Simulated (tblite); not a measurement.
Species: C3H9AsSi.
Bonds: Si1–As2, As2–C3, C3–C4, C4–C5, C3–C5. Hydrogens: H6, H7, H8 on Si1; H9 on As2; H10 on C3; H11, H12 on C4; H13, H14 on C5.

Computed with GFN2-xTB (tblite), gas phase: L-BFGS steps from a force-field or distance-geometry start until the largest atomic force falls under 0.01 eV/Å.

Step 86: E = -410.2111 eV
```
atom  x, y, z in Å  |  force x, y, z in eV/Å
Si1     2.4505   -0.1747    0.1728   -0.016  -0.030   0.008
As2     0.8340    1.1021   -0.9220    0.008  -0.023  -0.001
C3     -0.6497   -0.1716   -0.6905   -0.015   0.004  -0.001
C4     -2.0592    0.2986   -0.4732    0.015  -0.020  -0.008
C5     -1.3186   -0.3882    0.6319   -0.028   0.016  -0.008
H6      3.6358    0.6110    0.5358   -0.013   0.051  -0.048
H7      1.9989   -0.8138    1.4150   -0.051  -0.020   0.007
H8      2.8945   -1.2516   -0.7261   -0.011   0.014   0.009
H9      0.5049    1.8931    0.3200   -0.008  -0.010   0.006
H10    -0.5562   -1.0500   -1.3260    0.048   0.003  -0.002
H11    -2.2567    1.3597   -0.3814    0.078  -0.013   0.025
H12    -2.8579   -0.2426   -0.9641    0.002   0.022   0.042
H13    -0.9881    0.2110    1.4717   -0.037   0.015  -0.011
H14    -1.6329   -1.3835    0.9141    0.028  -0.010  -0.018
```

Step 87: E = -410.2126 eV
```
atom  x, y, z in Å  |  force x, y, z in eV/Å
Si1     2.4466   -0.1755    0.1779   -0.023  -0.059  -0.037
As2     0.8361    1.1002   -0.9262    0.009  -0.001  -0.001
C3     -0.6486   -0.1707   -0.6931   -0.016   0.005  -0.018
C4     -2.0580    0.2980   -0.4707    0.004  -0.015  -0.018
C5     -1.3134   -0.3886    0.6309   -0.005   0.006  -0.005
H6      3.6304    0.6130    0.5394   -0.011   0.039  -0.037
H7      1.9830   -0.8138    1.4165   -0.031  -0.015   0.000
H8      2.8884   -1.2530   -0.7265   -0.016   0.043   0.050
H9      0.5046    1.8959    0.3122   -0.008  -0.007   0.006
H10    -0.5540   -1.0472   -1.3317    0.033   0.001   0.016
H11    -2.2521    1.3599   -0.3751    0.062  -0.030   0.013
H12    -2.8598   -0.2436   -0.9579    0.025   0.046   0.045
H13    -0.9828    0.2106    1.4705   -0.027   0.015  -0.009
H14    -1.6210   -1.3855    0.9118    0.005  -0.028  -0.005
```

Step 88: E = -410.2143 eV
```
atom  x, y, z in Å  |  force x, y, z in eV/Å
Si1     2.4367   -0.1762    0.1858   -0.012  -0.076  -0.077
As2     0.8386    1.0948   -0.9370    0.003   0.014  -0.023
C3     -0.6483   -0.1717   -0.7025   -0.031   0.015   0.000
C4     -2.0545    0.3000   -0.4640    0.019  -0.031  -0.025
C5     -1.3011   -0.3930    0.6271    0.003   0.006  -0.011
H6      3.6121    0.6236    0.5494   -0.005   0.020  -0.025
H7      1.9597   -0.8151    1.4186   -0.020  -0.011   0.009
H8      2.8842   -1.2550   -0.7170   -0.013   0.064   0.074
H9      0.5029    1.8994    0.2931   -0.015   0.002   0.017
H10    -0.5566   -1.0450   -1.3454    0.014  -0.010   0.018
H11    -2.2379    1.3632   -0.3624    0.036  -0.036   0.009
H12    -2.8662   -0.2375   -0.9397    0.040   0.064   0.028
H13    -0.9639    0.2029    1.4657   -0.009   0.016   0.006
H14    -1.6063   -1.3908    0.9062   -0.009  -0.035   0.000
```

Q: Estimate the geometry and energy of step 89. (The exact step hangs on the optimiser's Hessian estimate; all steps are aligned on step 88, rigid shifts and turns removed.)

A: E = -410.2157 eV, largest force 0.099 eV/Å
```
atom  x, y, z in Å  |  force x, y, z in eV/Å
Si1     2.4281   -0.1771    0.1922    0.006  -0.055  -0.082
As2     0.8407    1.0875   -0.9501   -0.020   0.019  -0.012
C3     -0.6496   -0.1747   -0.7112   -0.003   0.002  -0.020
C4     -2.0501    0.3033   -0.4569   -0.003  -0.007  -0.028
C5     -1.2914   -0.3995    0.6227    0.015  -0.003   0.028
H6      3.5928    0.6382    0.5588   -0.007  -0.002  -0.018
H7      1.9438   -0.8178    1.4204   -0.019  -0.006   0.020
H8      2.8876   -1.2565   -0.7027   -0.006   0.061   0.067
H9      0.4995    1.9053    0.2715   -0.010  -0.010   0.005
H10    -0.5621   -1.0457   -1.3587   -0.007   0.001   0.028
H11    -2.2205    1.3682   -0.3479    0.018  -0.043   0.006
H12    -2.8738   -0.2250   -0.9205    0.040   0.059  -0.005
H13    -0.9463    0.1913    1.4618    0.003   0.006   0.010
H14    -1.5993   -1.3978    0.8986   -0.008  -0.022   0.001
```

The energy changes by -0.0013 eV. The first-order estimate −F·Δx gives -0.0020 eV and the mean of the old and new forces, exact on a quadratic surface, -0.0013 eV. The step makes an angle of 81° with the force vector and moves no atom by more than 0.026 Å.

What follows is the cost of the whole relaxation. On Arm Neoverse V2, one thread, on a shared host, this took 0.5 s.
